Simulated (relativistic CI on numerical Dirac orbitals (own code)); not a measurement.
## Radial parameters of Eu¹⁸⁺

These numbers are calculated, not measured: Dirac-Coulomb-Breit CI, orbitals from a KLI potential per configuration, a model potential for QED, unscaled Slater integrals (own radial code, finite nucleus).

Slater integrals F^k, G^k are unscaled and averaged over j, outside the closed core [Ar] 3d10; ζ comes from projecting the Hamiltonian with its Breit term on Σ l·s of the shell.

- 4s2 4p6 4d9: ζ(4d) = 19700 cm⁻¹; <r>(4d) = 0.5954, <r^2>(4d) = 0.4058 (bohr units).
- 4s2 4p5 4d10: ζ(4p) = 173950 cm⁻¹; <r>(4p) = 0.5693, <r^2>(4p) = 0.3668 (bohr units).
- 4s2 4p6 4d8 4f: F^2(4d,4d) = 169970, F^4(4d,4d) = 114970, ζ(4d) = 19728, F^2(4d,4f) = 165190, F^4(4d,4f) = 107970, G^1(4d,4f) = 186600, G^3(4d,4f) = 123030, G^5(4d,4f) = 88756, ζ(4f) = 2349.8 cm⁻¹; <r>(4d) = 0.5954, <r^2>(4d) = 0.4057, <r>(4f) = 0.61, <r^2>(4f) = 0.4301 (bohr units).

(1) Give the Racah parameters of the d shell in 4s2 4p6 4d8 4f.

Averages of the first 10 configurations, taken without configuration mixing, which lowers the lowest level and can move excited configurations by several eV; other configurations of the list can lie among them:

| Configuration | Parity | States | Average energy above the lowest level (eV) |
| --- | --- | --- | --- |
| 4s2 4p6 4d9 | even | 10 | 3.9 |
| 4s2 4p5 4d10 | odd | 6 | 147.5 |
| 4s2 4p6 4d8 4f | odd | 630 | 148.7 |
| 4s 4p6 4d10 | even | 2 | 245.5 |
| 4s2 4p5 4d9 4f | even | 840 | 290.5 |
| 4s2 4p6 4d8 5s | even | 90 | 182.9 |
| 4s2 4p6 4d8 5p | odd | 270 | 218.3 |
| 4s 4p6 4d9 4f | odd | 280 | 388.8 |
| 4s2 4p6 4d7 4f 5s | odd | 3360 | 328.5 |
| 4s2 4p6 4d8 5d | even | 450 | 269.2 |

Answers

(1) B = F²/49 − 5F⁴/441 = 2165 cm⁻¹ and C = 35F⁴/441 = 9124 cm⁻¹.
